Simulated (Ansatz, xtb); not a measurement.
Relative energy of two isomers of BBrF2Ge

Structure a: `[F][Ge][B](F)Br`, a singlet. Structure b: `F[B](F)[Ge][Br]`, a singlet. Both are isolated molecules in the gas phase, relaxed with B3LYP-D3(BJ)/def2-SVP; the shapes shown needn't be the lowest conformers.

a (Å):

```xyz
5

B     0.4517    0.3221   -0.2066
Br   -1.1352    1.2469   -0.8892
F     1.0355    0.8109    0.8614
F    -0.1076   -2.4573   -0.4493
Ge    0.8093   -1.3649   -1.5095
```

b (Å):

```xyz
5

B    -0.4632    0.6768    0.1567
Br    1.4549   -1.2678    1.7743
F    -0.7490    0.1590   -1.0285
F    -1.4920    1.0370    0.9092
Ge    1.5744    0.9180    0.8287
```

**Question.** Estimate which is lower in electronic energy at CCSD(T)/def2-SVP + ΔMP2/def2-TZVPP, and by roughly how much.

**Answer.** The CCSD(T)/def2-SVP + ΔMP2/def2-TZVPP calculation puts structure b lower, by 24.6 kcal/mol.

The same difference at several levels:

```
                             level               geometry  E(b) − E(a) (kcal/mol)  departure from the last row (kcal/mol)  job, with rough time for the two
                          GFN2-xTB               GFN2-xTB                     −13.6                                   +10.9              optimisation, 0.57 s
                         HF/STO-3G               GFN2-xTB                     −44.4                                   −19.9               single point, 1.3 s
                r2SCAN-D4/def2-SVP               GFN2-xTB                     −27.0                                    −2.4               single point, 3.5 s
             B3LYP-D3(BJ)/def2-SVP  B3LYP-D3(BJ)/def2-SVP                     −26.9                                    −2.4                optimisation, 61 s
                       HF/def2-SVP  B3LYP-D3(BJ)/def2-SVP                     −29.8                                    −5.3           part of the CCSD(T) run
                      MP2/def2-SVP  B3LYP-D3(BJ)/def2-SVP                     −26.0                                    −1.5           part of the CCSD(T) run
                  CCSD(T)/def2-SVP  B3LYP-D3(BJ)/def2-SVP                     −26.3                                    −1.7                      single point
CCSD(T)/def2-SVP + ΔMP2/def2-TZVPP  B3LYP-D3(BJ)/def2-SVP                     −24.6                                                        single point, 42 s
```

As drawn, b has 1 B–F, 1 Br–Ge in place of 1 F–Ge, 1 B–Br.

None of the levels shown reverses the order. The largest departure from CCSD(T)/def2-SVP + ΔMP2/def2-TZVPP is that of HF/STO-3G, 19.9 kcal/mol. The last row adds to CCSD(T) the change of the MP2 difference between the two basis sets, here +1.7 kcal/mol.

With harmonic frequencies from B3LYP-D3(BJ)/def2-SVP (ideal gas, rigid rotor, one conformer each, 400 K, 1 atm): on the last row, ΔE + ΔZPE = −23.8 kcal/mol. A mode under 50 cm⁻¹ makes harmonic enthalpies and free energies unreliable, so none is given.

The correlated steps freeze 21 core orbitals; the filled d shell of Br and Ge is correlated, in a basis made for valence electrons. Run with Ansatz 0.2.0, xtb 6.7.1; the last row on 2 threads of Intel(R) Xeon(R) Processor @ 2.70GHz on a shared host.
